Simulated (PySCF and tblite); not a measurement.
The numbers below are computed, except where a source is named.
System: C7H5FS, numbered as in [F:1][c:2]1[cH:3][cH:4][c:5]([CH:6]=[S:7])[cH:8][cH:9]1.

Motion: rotation about the C5–C6 bond (torsion C4–C5–C6–S7 from -180° to 0°, rising). GFN2-xTB gives an electronic barrier of 7.5 kcal/mol.

PBE0/pcSseg-1 + D3(BJ) on GFN2-xTB geometries gives 9.9 kcal/mol and k(298 K) = 9.4×10⁵ s⁻¹.

(1) What does B97-D/pcSseg-1 + D3(BJ) give on GFN2-xTB geometries?

(2) At the first level the ¹³C lines of C4 / C8 span 90 Hz and merge at 196 K (60 MHz). What does the second level predict?

Programs: tblite and PySCF.

Results:

(1) A barrier of 10.3 kcal/mol, 0.4 above the first DFT barrier (from unrounded values) and, with GFN2-xTB thermal terms, ΔG‡(298 K) = 10.1 kcal/mol and k = 4.7×10⁵ s⁻¹ (2 equivalent paths).

(2) A span of 97 Hz and merging at 205 K.
